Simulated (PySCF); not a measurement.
CH3Si, SMILES C=[SiH], multiplicity 2. Atoms are numbered in the order given.

```xyz
5

C      0.0563    -1.0970     0.0000
Si    -0.1201     0.6008     0.0000
H     -0.7745    -1.7890     0.0000
H      1.0468    -1.5428     0.0000
H      1.0718     1.5026     0.0000
```
Charge 0, spin multiplicity 2.

Geometry: B3LYP-D3(BJ)/def2-TZVP. The isomer is the one that the SMILES or the coordinates give; other isomers of the formula were not compared.

Level of theory: PBE0/pcH-1 in PySCF.

Unrestricted Kohn–Sham, ⟨S²⟩ = 0.782. Hyperfine tensors hold the contact and dipolar terms, without spin-orbit corrections.

Computed hyperfine couplings:
| nucleus | A(iso) (MHz) | A(iso) (G) | dipolar principal values (MHz) |
|---|---|---|---|
| 13C no. 1 | 46.4 | 16.6 | -35.7, 6.7, 29.1 |
| 29Si no. 2 | -646.0 | -230.5 | -138.8, 39.9, 98.9 |
| 1H no. 3 | 9.1 | 3.3 | -5.7, -4.8, 10.6 |
| 1H no. 4 | 86.5 | 30.9 | -5.2, -1.3, 6.4 |
| 1H no. 5 | 198.5 | 70.8 | -6.0, -1.9, 7.9 |

Task: And the g tensor (effective nuclear charges for spin-orbit coupling, GIAO)? (The exact figures need the calculation; the answer reports its results.)

Result: principal values 1.9999, 2.0027, 2.0048; isotropic 2.0025.
